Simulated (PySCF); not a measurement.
# Kr²⁺ (krypton, charge +2) across methods

[Ar] 3d10 4s2 4p3 5s1, high-spin 5S determinant (an excited configuration). Calculation: PySCF 2.14, in x2c-QZVPPall with one added diffuse shell each of s, p, d, f type (12s9p6d5f1g, 113 functions); scalar relativity by spin-free X2C-1e.

| method | E (hartree) | mean ε 4s β (eV) | mean ε 4p α (eV) | mean ε 5s α (eV) | Σ⟨r²⟩ (bohr²) | ⟨S²⟩ |
| --- | --- | --- | --- | --- | --- | --- |
| PBE | -2787.710 | -48.765 | -36.852 | -15.236 | 35.62 | 6.000 |
| r2SCAN | -2788.025 | -48.954 | -37.659 | -15.224 | 36.02 | 6.000 |
| PBE0 | -2787.763 | -50.194 | -38.718 | -15.826 | 35.77 | 6.000 |
| MN15 | -2789.951 | -50.679 | -39.622 | -16.091 | 35.80 | 6.000 |
| LDA | -2784.184 | -49.294 | -36.887 | -15.468 | 35.48 | 6.000 |
| UHF | -2786.30961 | -52.874 | -43.425 | -17.218 | 36.57 | 6.001 |
| CAM-B3LYP | -2788.216 | -52.217 | -39.978 | -16.772 | 35.75 | 6.000 |

Question: Estimate the same row for M06-L.

Answer: E (hartree) = -2787.943; mean ε 4s β (eV) = -48.746; mean ε 4p α (eV) = -37.418; mean ε 5s α (eV) = -14.973; Σ⟨r²⟩ (bohr²) = 36.10; ⟨S²⟩ = 6.001.

The outer electron is Rydberg-like, and this basis confines it to a smaller radius and binds it less than a complete one would.
